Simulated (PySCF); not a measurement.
# Spinor energies of Cu³⁺ (copper, charge +3)

Start: [Ar] 3d7 4s1; 3d3/2 filled at m_j = +1/2, +3/2; 3d5/2 filled at m_j = -3/2, -1/2, +1/2, +3/2, +5/2; 4s1/2 filled at m_j = +1/2. Calculated with PySCF 2.14 in x2c-SVPall-2c with one added diffuse shell each of s, d type (6s5p4d1f, 48 functions): generalised Hartree-Fock with the X2C-1e Hamiltonian and a Gaussian nucleus; one run each with spin-orbit coupling (SO) switched off, then screened by Boettger's factors. This is a chosen level, not necessarily the ground level.

```csv
spinor shell,electrons,"ε, spin-free (eV)","ε, screened SO (eV)",weight of nominal j (screened SO),"rms radius, screened SO (bohr)"
1s1/2,2,-9112.4,-9112.3,1.000,0.0602
2s1/2,2,-1201.8,-1201.7,1.000,0.254
2p1/2,2,-1042.7,-1057.4,0.996,0.226
2p3/2,4,-1042.7,-1035.5,0.998,0.229
3s1/2,2,-201.26,-201.24,1.000,0.761
3p1/2,2,-151.05,-157.45,0.666,0.803
3p3/2,4,-151.05,-147.86,0.833,0.807
3d5/2,5,-75.179,-76.468,0.574,0.886
3d3/2,2,-75.179,-72.003,0.673,0.897
4s1/2,1,-39.063,-39.062,1.000,2.77
```

```tsv
quantity	spin-free	screened SO
E (hartree)	-1650.04939	-1650.08666
M_J	5	5
⟨J²⟩	30.003	30.003
⟨L²⟩	12.002	12.032
⟨S²⟩	6.001	5.987
```

Each row is a mean over spinors that exchange with the open shell spreads, by up to 14.302 eV (3p3/2).

Rows whose weight is well below 1 are mixtures of j = l ± 1/2: exchange outweighs spin-orbit coupling there, and the label is only the starting occupation.

Without spin-orbit coupling the j labels of p, d and f shells carry no meaning; the spin-free column gives the mean over the occupied spinors of each nl shell.
